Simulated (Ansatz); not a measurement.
**Worked example: C3H10SeSi → C3H8SeSi + H2**

Species: C3H10SeSi `CC[Se][SiH2]C`, singlet; C3H8SeSi `C=C[Se][SiH2]C`, singlet; H2 (hydrogen), singlet. 

Shapes, held fixed at every level: PBE0-D4/def2-TZVP. Flexible molecules stand in one conformer, not always the lowest. Programs: Ansatz 0.2.0. Electronic energies: no zero-point or thermal term.

At CCSD(T)/def2-TZVPP; 1 Eh = 2625.50 kJ/mol:

```
  species   energy (Eh)
C3H10SeSi  -2809.326712
 C3H8SeSi  -2808.092965
       H2     -1.172332
```

Q: Work out ΔE of the reaction at this level.

A: 
1. Products less reactants: (-2808.092965) + (-1.172332) − [(-2809.326712)] = 0.061415 Eh = +161.2 kJ/mol.

Other levels give +155.1 (B3LYP-D4/def2-TZVPP) to +174.9 kJ/mol (wB97X-V/def2-TZVPP). No measured value is set beside it here. Relativity is left out for Se unless named. Correlated rows may include outer-core shells of Se, which these sets cover unevenly.
